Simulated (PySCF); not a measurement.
**Electron correlation in Cl³⁺ (chlorine, charge +3)**

[Ne] 3s2 3p2, high-spin 3P determinant. Calculation: PySCF 2.14, in aug-cc-pV(T+d)Z; no relativity, point nucleus. Frozen: [Ne]; 4 electrons correlated.

MP2 pair energies summed by pair of shells (mhartree):

| pair | energy | share (%) |
| --- | --- | --- |
| 3s-3p | -45.99 | 63.2 |
| 3s-3s | -19.16 | 26.3 |
| 3p-3p | -7.62 | 10.5 |

Total MP2 correlation energy: -72.77 mhartree.

Same-spin part -11.84 and opposite-spin part -60.94 mhartree; SCS-MP2 scales them by 1/3 and 6/5 to -77.07 mhartree.
